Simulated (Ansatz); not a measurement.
# GeSiH3ClO (SMILES [SiH3][O][Ge][Cl]): the energy to break a bond

GeSiH3ClO has 7 atoms, charge 0, and is taken as a singlet. As SMILES, `[SiH3][O][Ge][Cl]`. The shape was relaxed beforehand at PBE0/def2-SVP. This is one conformer, not always the lowest.

```xyz
7

Si    0.1834    0.6730   -0.6157
O     0.4346   -0.9750   -0.4064
Ge    0.0793   -2.2394    0.7815
Cl   -0.9940   -0.9996    2.2819
H     0.7985    1.0507   -1.9196
H    -1.2764    0.9782   -0.6494
H     0.8360    1.4441    0.4820
```

Wanted: the dissociation energy of the Cl4–Ge3 bond into doublet Cl and doublet GeSiH3O (shapes relaxed at PBE0/def2-SVP, no zero-point term). 1 Eh = 2625.50 kJ/mol = 27.2114 eV. Totals in Eh; open shells run unrestricted unless said.

| level | program | GeSiH3ClO | doublet Cl | doublet GeSiH3O |
| --- | --- | --- | --- | --- |
| HF/def2-SVP | Ansatz | -2899.957604 | -459.319303 | -2440.524638 |
| B3LYP/def2-SVP | Ansatz | -2903.351567 | -460.006005 | -2443.190532 |
| MP2/def2-SVP, 20 core orbitals frozen | Ansatz | -2900.579279 | -459.428240 | -2440.998697 |

Question: Work out the dissociation energy at each level.

Answer: 
1. HF/def2-SVP: (-459.319303) + (-2440.524638) − (-2899.957604) = 0.113663 Eh = 298.4 kJ/mol = 3.09 eV.
2. B3LYP/def2-SVP: (-460.006005) + (-2443.190532) − (-2903.351567) = 0.155030 Eh = 407.0 kJ/mol = 4.22 eV.
3. MP2/def2-SVP: (-459.428240) + (-2440.998697) − (-2900.579279) = 0.152342 Eh = 400.0 kJ/mol = 4.15 eV.

The levels span 298 to 407 kJ/mol; no measured value is set beside them. Hartree–Fock lacks the correlation of the bonding electrons, so it comes out low. A bond enthalpy at 298 K also holds the loss of zero-point energy and thermal terms.
